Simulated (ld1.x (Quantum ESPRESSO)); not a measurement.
Configuration tests for iodine (TM semilocal)

I, norm-conserving Troullier–Martins (semilocal form), made with ld1.x (Quantum ESPRESSO) 7.5 (PBE, scalar-relativistic). Core [Kr] 4d10, reference 5s1 5p6. Waves: 5s (bound): rc 1.35 bohr; 5d channel at -0.05 Ry: rc 2.00 bohr; 5p (bound): rc 2.20 bohr. Local part: the p channel. Core correction: a·sin(br)/r model core inside 1.00 bohr.

Energies are relative to the spin-unpolarised reference configuration 5s1 5p6; without spin polarisation the order of configurations can differ from experiment.

```tsv
valence configuration	charge	ΔE all-electron (eV)	error AE − PS (meV)
5s2 5p4	+1	0.717	-21
5s2 5p3	+2	20.563	-27
5s2 5p5.3	-0.3	-12.197	-14
5s2 5p1	+4	89.316	-91
5s2 5p4.5	+0.5	-5.882	-18
```

Question: What are ΔE and the potential's error for 5s2 5p5?

Answer: ΔE = -10.414 eV all-electron; the error (AE − PS) is -15 meV.

Question: What are ΔE and the potential's error for 5s1 5p5?

Answer: ΔE = 11.697 eV all-electron; the error (AE − PS) is -2.2 meV.
